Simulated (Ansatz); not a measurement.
```yaml
crystal:
  periodic: [true, true, true]
  atoms:
    - {symbol: C, position_ang: [-0.778207, -1.038479, 1.892707]}
    - {symbol: Si, position_ang: [0.543823, -0.703093, 0.609596]}
    - {symbol: Si, position_ang: [-0.291270, 0.581296, -1.156470]}
    - {symbol: N, position_ang: [0.997229, 1.200647, -2.087280]}
    - {symbol: Cl, position_ang: [-1.498000, 2.043043, -0.272341]}
    - {symbol: H, position_ang: [-1.193179, -0.098379, 2.261739]}
    - {symbol: H, position_ang: [-1.594638, -1.623358, 1.463399]}
    - {symbol: H, position_ang: [-0.367950, -1.593883, 2.738768]}
    - {symbol: H, position_ang: [1.100950, -1.975638, 0.069524]}
    - {symbol: H, position_ang: [1.676121, 0.063865, 1.207490]}
    - {symbol: H, position_ang: [-1.200024, -0.126617, -2.091685]}
    - {symbol: H, position_ang: [1.800459, 1.608747, -1.636578]}
    - {symbol: H, position_ang: [0.825088, 1.627051, -2.984069]}
basis:
  gaussian: {orbitals: cc-pVDZ}
total_charge: -1
magnetization: {spin_polarized: true, initial_magnetization: 1}
hamiltonian: {xc: {name: PBE0-DH}}
output: {forces: true}
```

```sh
$ ansatz run in.yaml --threads 4 --pin off --events-out ev --progress --plain --max-ram 10444MiB
```

It prints (some lines left out):

```
Error: YAML parse error: error: line 2 column 3: crystal: missing field `lattice` (a structure is typed as `lattice` and `atoms`, a molecule's as `atoms` in Å alone, or read from a run's directory, `checkpoint`)
 --> <input>:2:3
1 | crystal:
2 |   periodic: [true, true, true]
3 |   atoms:
4 |     - {symbol: C, position_ang: [-0.778207, -1.038479, 1.892707]}
```

In this input the molecule is marked periodic without a cell. The input was rejected before any iteration.
